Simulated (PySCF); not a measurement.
Species: C4H6FNO.
Geometry (GFN2-xTB, Å), atoms numbered from 1 in this order:
```xyz
13
C4H6FNO angstrom
C     -1.9704    0.8280   -0.3812
C     -1.2677   -0.2863   -0.3640
F     -1.6955   -1.3687   -1.0640
C      0.0360   -0.5433    0.3334
N      1.1334   -0.5980   -0.6140
C      2.0504    0.3849   -0.6897
O      2.1014    1.3425    0.0388
H     -1.6346    1.6920    0.1593
H     -2.8905    0.9022   -0.9329
H     -0.0221   -1.4923    0.8778
H      0.2564    0.2726    1.0237
H      1.1151   -1.3342   -1.3019
H      2.7839    0.2011   -1.4960
```

Vertical excitations from PySCF (density fitting, frozen core in the response, grid level 2 and gas phase unless stated; continuum runs use non-equilibrium linear response for the excitations) on a GFN2-xTB geometry. Reference run:

```tsv
settings	S1, eV (f)	S2, eV (f)	S3, eV (f)	S4, eV (f)	S5, eV (f)	S6, eV (f)	T1, eV (Tamm–Dancoff)	mean α (au)
PBE0/def2-SVPD, full TDDFT, 6 singlets	5.79 (0.000)	6.54 (0.045)	6.86 (0.056)	7.06 (0.012)	7.09 (0.069)	7.16 (0.021)	4.43	61.2
```

Q: What do these settings give: (1) PBE0/pcSseg-1, TDA, 3 singlets; (2) OPBE/def2-SVPD, full TDDFT, 3 singlets; (3) PBE0/aug-pcSseg-1, full TDDFT, 3 singlets?

A: 
```tsv
settings	S1, eV (f)	S2, eV (f)	S3, eV (f)	S4, eV (f)	S5, eV (f)	S6, eV (f)	T1, eV (Tamm–Dancoff)	mean α (au)
PBE0/pcSseg-1, TDA, 3 singlets	5.88 (0.001)	6.61 (0.032)	6.95 (0.047)	–	–	–	–	51.7
OPBE/def2-SVPD, full TDDFT, 3 singlets	5.07 (0.005)	5.64 (0.033)	5.76 (0.002)	–	–	–	4.50	62.6
PBE0/aug-pcSseg-1, full TDDFT, 3 singlets	5.78 (0.001)	6.34 (0.044)	6.45 (0.002)	–	–	–	–	62.5
```

(1) S1 moves by +0.09 eV; basis and response scheme change together, so the shift can't be laid on one. (2) S1 moves by -0.72 eV (OPBE has no exact exchange, PBE0 25 % exact exchange). (3) S1 moves by -0.01 eV. States are counted by energy in each run and needn't keep their character from row to row.

Q: Give the leading configurations of S1 (H = HOMO, L = LUMO) and the HOMO–LUMO gap of each run.

A: 
| settings | S1 configurations (weight) | S1 (eV) | orbital gap (eV) | S1 − gap (eV) |
| --- | --- | --- | --- | --- |
| PBE0/def2-SVPD, full TDDFT, 6 singlets | H→L+1 0.37, H→L 0.21, H−1→L+1 0.17 | 5.79 | 7.55 | -1.76 |
| PBE0/pcSseg-1, TDA, 3 singlets | H→L+1 0.41, H→L 0.23, H−1→L+1 0.15 | 5.88 | 7.61 | -1.73 |
| OPBE/def2-SVPD, full TDDFT, 3 singlets | H→L 0.96 | 5.07 | 5.01 | +0.06 |
| PBE0/aug-pcSseg-1, full TDDFT, 3 singlets | H→L+3 0.16, H→L+4 0.15, H−1→L+4 0.10 | 5.78 | 7.33 | -1.55 |

One conformer stands for the species.
